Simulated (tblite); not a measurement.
C6H9NSi.
Structure used (GFN2-xTB), in Å, numbered top down from 1:
```xyz
17
C6H9NSi angstrom
C     -0.8322    2.7508   -0.4148
C     -0.9406    1.7282    0.2003
C     -1.0099    0.4636    0.8900
Si    -1.9848   -0.9283   -0.0383
C     -0.1391   -1.4150   -0.1512
N      0.2025   -0.3455    0.7722
C      1.4650    0.1450    0.9444
C      2.5885   -0.4356    0.5301
H     -0.7502    3.6598   -0.9320
H     -1.2650    0.6442    1.9420
H     -2.6562   -0.5256   -1.2696
H     -2.8098   -1.7636    0.8307
H      0.3283   -1.2848   -1.1352
H      0.1676   -2.3912    0.2342
H      1.4926    1.0689    1.5095
H      3.5455   -0.0066    0.7598
H      2.5908   -1.3521   -0.0326
```

Calculated harmonic vibrations of the isolated species, GFN2-xTB (tblite), most abundant isotopes, no scaling. Errors from tens to a few hundred cm⁻¹ against measured bands are possible. Modes of hydrogen on silicon can be 10 to 20 % off. One conformer, not necessarily the lowest.

Harmonic wavenumbers (cm⁻¹): 66.4, 74.5, 126.4, 183.0, 207.6, 238.9, 343.1, 419.5, 441.0, 452.1, 472.1, 565.9, 601.6, 622.4, 633.6, 670.7, 712.0, 744.1, 765.3, 774.6, 779.6, 845.5, 981.8, 1017.5, 1021.2, 1082.7, 1112.6, 1148.9, 1223.2, 1245.6, 1307.6, 1314.3, 1428.8, 1481.0, 1699.4, 2269.4, 2289.4, 2304.5, 2870.9, 2877.2, 2935.8, 3045.7, 3122.1, 3151.4, 3392.1.

A = 2145, B = 1619, C = 1026 MHz; mass 123.050 u (most abundant isotopes); point group C1, symmetry number 1.

Zero-point energy?

½Σν̃ = 27532 cm⁻¹ = 78.72 kcal/mol.

What is S at 400 K and 1 bar for an ideal gas of classical rigid rotors and harmonic oscillators?

Translation 41.82, rotation 29.77, vibration 36.31: S = 107.9 cal/(mol K).

And Cp and H(400 K) − H(0)?

Cp = 47.60 cal/(mol K), of which vibrations give 39.65 (their classical limit is 45 R = 89.4); H(400 K) − H(0) = 11.08 kcal/mol without the zero-point energy, 7.90 from vibrations.

What must be added to the electronic energy to get the Gibbs energy at 400 K and 1 bar?

ZPE + [H(400 K) − H(0)] − T·S = 78.72 + 11.08 − 43.16 = 46.64 kcal/mol.

How do the functions run with temperature in this model?

| T (K) | S (cal/(mol K)) | Cp (cal/(mol K)) | H − H(0) (kcal/mol) | G − H(0) (kcal/mol) | ln q(vib) |
| --- | --- | --- | --- | --- | --- |
| 50 | 57.2 | 12.1 | 0.47 | -2.39 | 0.32 |
| 100 | 67.2 | 17.1 | 1.21 | -5.51 | 1.26 |
| 298.15 | 95.3 | 38.3 | 6.69 | -21.72 | 5.82 |
| 373.15 | 104.7 | 45.4 | 9.83 | -29.23 | 7.67 |
| 500 | 119.3 | 54.8 | 16.21 | -43.45 | 10.81 |
| 750 | 144.1 | 67.4 | 31.61 | -76.48 | 16.78 |
| 1000 | 164.7 | 75.5 | 49.53 | -115.16 | 22.26 |

q(vib) and H(0) count from the zero-point level.

Hindered rotation and anharmonicity are outside this model. Other conformers, if any are populated, would add a mixing term that is left out. The structure is chiral; the term R ln 2 for an equal mix with its mirror image is left out.
